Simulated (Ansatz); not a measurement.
Consider the formal exchange of groups at the Se–Si bond: `F[Si](F)([SeH])[SeH]` + `[CH3][SnH3]` → `[CH3][SnH2][SeH]` + `F[SiH](F)[SeH]`.

Computed with Ansatz on PBE0-D4/def2-TZVP structures; ΔE is electronic, products minus reactants. CCSD(T)/CBS adds triple-zeta CCSD(T) − MP2 to the extrapolated MP2 energy (def2 sets, frozen cores). DFT in def2-TZVPP. HSE06 is defined as in plane-wave codes. def2 core potentials past Kr. For Se, Sn outer-core shells are correlated without core-valence functions, which leaves a few kJ/mol of doubt a bond. Scalar relativity is left out up to krypton. Each species was taken in one conformer, which may not be the lowest.

`F[Si](F)([SeH])[SeH]`:

Z-matrix (Å, degrees):
```
Si
F 1 1.585
Se 1 2.249 2 104.1
F 1 1.585 2 106.6 3 119.7
Se 1 2.249 2 113.0 3 -126.6
H 3 1.469 1 91.2 2 -172.9
H 5 1.469 1 91.2 2 72.0
```

`[CH3][SnH3]`:

Cartesian coordinates in Å:
```
C -0.801 0.822 0.079
Sn 0.688 -0.707 -0.068
H -1.713 0.413 0.514
H -1.028 1.217 -0.911
H -0.440 1.634 0.710
H 1.041 -1.334 1.482
H 0.129 -1.979 -1.063
H 2.122 -0.067 -0.744
```

`[CH3][SnH2][SeH]`:

Z-matrix (Å, degrees):
```
C
Sn 1 2.136
H 1 1.090 2 109.6
H 1 1.089 2 109.3 3 119.6
H 1 1.091 2 110.1 3 -120.1
Se 2 2.540 1 109.5 3 -61.5
H 2 1.707 1 112.0 3 -176.8
H 2 1.710 1 111.1 3 59.0
H 6 1.469 2 92.2 1 63.8
```

`F[SiH](F)[SeH]`:

```xyz
6

F    -0.313    1.651   -0.370
Si    0.419    0.335    0.127
F     0.163    0.276    1.690
Se   -0.387   -1.491   -0.905
H     1.863    0.449   -0.132
H    -1.745   -1.221   -0.410
```

(1) Is it downhill or uphill in electronic energy at CCSD(T)/CBS, and by how much? (Estimate.)

(2) What do these levels give: r2SCAN-D4, BHLYP-D4, ωB97X-V, PBE-QIDH, PBE, revPBE, BLYP, HSE06, BHLYP, HF/def2-TZVPP, HF/CBS(def2), MP2/CBS(def2)? (Best estimate.)

Largest T1 diagnostic among the species: 0.012.

## Answers

(1) Ansatz gave: Downhill: ΔE = -5.6 kcal/mol.

(2) The calculation gave: r2SCAN-D4 -3.4, BHLYP-D4 -5.0, ωB97X-V -3.9, PBE-QIDH -4.2, PBE -3.6, revPBE -4.3, BLYP -5.6, HSE06 -4.0, BHLYP -6.0, HF/def2-TZVPP -7.7, HF/CBS(def2) -8.1, MP2/CBS(def2) -6.0 kcal/mol.

Leaving LDA and LC-ωPBE aside and taking each functional with its dispersion term where it has one, the values, not all of them listed here, spread over 4.0 kcal/mol, from B2PLYP to B97M-V. LDA lies +2.3 kcal/mol from PBE without D4. In def2-TZVPP, CCSD(T) changes the Hartree–Fock value by +3.7 kcal/mol (the triples alone add +0.4 kcal/mol) and MP2 by +3.2 kcal/mol. The D4 term adds +1.4 kcal/mol with B3LYP and +0.7 kcal/mol with PBE0; it sums over pairs of atoms, weighted by their polarisabilities, and B3LYP, whose exchange is more repulsive, gets the larger term.

B3LYP here is the variant with VWN-RPA as its local correlation; programs differ in this.
